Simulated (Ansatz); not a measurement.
`CC(C)[Si]N` + CH₄ → `C[Si]N` + `CCC` at 298.15 K and 1 bar (formal exchange of groups at the Si–C bond).

Isolated molecules relaxed with PBE0-D4/def2-TZVP in Ansatz; ΔE leaves out vibrations. CCSD(T)/CBS is the MP2 limit (def2-TZVPP, def2-QZVPP) plus CCSD(T) − MP2 in def2-TZVPP, frozen cores. This one scheme is used for every species. One conformer a species, not always the lowest.

| species | CCSD(T)/CBS energy (Eh) | H − E (kJ/mol) | S (J/(mol·K)) |
| --- | --- | --- | --- |
| `CC(C)[Si]N` | -463.35613 | 337.0 | 348.7 |
| CH₄ | -40.46206 | 127.4 | 186.2 |
| `C[Si]N` | -384.84019 | 179.3 | 296.8 |
| `CCC` | -118.98051 | 285.9 | 268.4 |

H − E and S are ideal-gas, rigid-rotor, harmonic terms from PBE0-D4/def2-TZVP, for one conformer and one mirror image of each species. 1 Eh = 2625.50 kJ/mol, R = 8.31446 J/(mol·K).

Task: By hand: ΔE, ΔH, ΔS and ΔG.

Result: ΔE = (-384.84019) + (-118.98051) − (-463.35613) − (-40.46206) = -0.00251 Eh = -6.6 kJ/mol. Δ(H − E) = 179.3 + 285.9 − 337.0 − 127.4 = 0.8, so ΔH = -5.8 kJ/mol. ΔS = 296.8 + 268.4 − 348.7 − 186.2 = 30.3 J/(mol·K). ΔG = -5.8 − 298.15 × (30.3)/1000 = -14.8 kJ/mol.

Task: By hand: the equilibrium constant, and the temperature at which ΔG would vanish if ΔH and ΔS stayed fixed.

Result: log₁₀ K = −ΔG/(RT ln 10) = 2.6. ΔH and −TΔS have one sign here, so there is no such temperature.

TΔS isn't small against ΔH here. A doubt of 5 kJ/mol in ΔE shifts log₁₀ K by 0.9 here. Other conformers and mirror images would add mixing entropy, several J/(mol·K) or more a flexible species. Modes under 60 cm⁻¹, often nearly free rotors, make the harmonic entropy too high. These are equilibria of isolated gas molecules and say nothing of rates. Largest T1 diagnostic: 0.013 (customary marks: 0.02 for closed shells, 0.045 for open ones).
